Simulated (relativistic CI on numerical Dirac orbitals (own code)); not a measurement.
## He: what numerical and physical settings do to a radial Dirac CI calculation

Reference input:

```
atom He  Z=2  charge=0  electrons=2
nucleus A=4  rms_radius_fm=1.6755
hamiltonian dirac-coulomb  breit=on  qed=on  c_scale=1
orbitals kli  potential=per-configuration
slater_scale 1
correlation none
mixing on
grid step=0.0125 r_max=60
scf mixing=0.4 start=green max_iterations=150 tolerance=2e-08 node_fill=0.05
configurations
  1s2
end
```

Computed lowest total energy -2.86173 Ha, 9 SCF steps. Runs with settings changed; * marks those that are bad on purpose (the QED terms keep the true α when c is scaled):

```
                                                   Changed    Outcome  Lowest level    ΔE (Ha)  First excitation (cm⁻¹)  SCF steps                                           Message
                              start potential thomas-fermi  converged       1s² ¹S0   4.04e-13                                   8                                                  
                                  start potential previous  converged       1s² ¹S0   4.04e-13                                   8                                                  
nuclear radius 1.508 fm, QED terms off, iteration limit 20  converged       1s² ¹S0  -2.25e-05                                   9                                                  
                                   nuclear radius 1.508 fm  converged       1s² ¹S0   2.51e-07                                   9                                                  
                                                charge 2 *    refused                                                            0  configuration 1s2 has 2 electrons, the ion has 0
                                    speed of light × 0.2 *  converged       1s² ¹S0   -0.00167                                   9
```

With so few configurations and no correlation, terms lie too far apart (by 10 to 50 % near neutrality), their order can be wrong, and levels of other configurations are missing.
